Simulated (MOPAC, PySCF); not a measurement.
C8H4F6, SMILES `FC(F)(F)c1ccc(C(F)(F)F)cc1`, neutral singlet in the gas phase. 

Z-matrix (Å, degrees):
```
C
C 1 1.3986
H 2 1.0909 1 119.90
C 2 1.3939 3 120.24 1 -179.78
H 4 1.0909 2 120.24 3 -0.54
C 4 1.3986 5 119.90 2 179.77
C 1 1.3986 2 120.28 3 -179.68
H 7 1.0909 1 119.90 2 179.68
C 7 1.3939 8 120.24 1 179.78
H 9 1.0909 7 120.24 8 0.54
C 6 1.5088 4 119.84 5 2.76
F 11 1.3433 6 111.73 4 -151.60
F 11 1.3433 12 107.71 6 -123.07
F 11 1.3458 12 107.08 13 -114.87
C 1 1.5088 2 119.84 3 2.76
F 15 1.3433 1 111.73 2 -30.84
F 15 1.3433 16 107.71 1 123.07
F 15 1.3459 16 107.08 17 114.87
```
Charge 0, multiplicity 1.

All levels are single points at this geometry (B3LYP-D3(BJ)/def2-SVP); Pople sets use spherical d functions. Orbital energies aren't observables, and empty levels follow the basis.

B3LYP-D3(BJ)/def2-SVP in PySCF gives HOMO (eV) = -7.99.

Estimate the HOMO (eV) from each of these levels: PBE-D3(BJ)/def2-SVP in PySCF; B3LYP/3-21G in PySCF; B3LYP/6-31G* in PySCF; HF/3-21G in PySCF; PM6 in MOPAC.


```json
[
 {"level": "PBE-D3(BJ)/def2-SVP in PySCF", "HOMO (eV)": "-7.15"},
 {"level": "B3LYP/3-21G in PySCF", "HOMO (eV)": "-7.90"},
 {"level": "B3LYP/6-31G* in PySCF", "HOMO (eV)": "-7.69"},
 {"level": "HF/3-21G in PySCF", "HOMO (eV)": "-10.46"},
 {"level": "PM6 in MOPAC", "HOMO (eV)": "-10.77"}
]
```
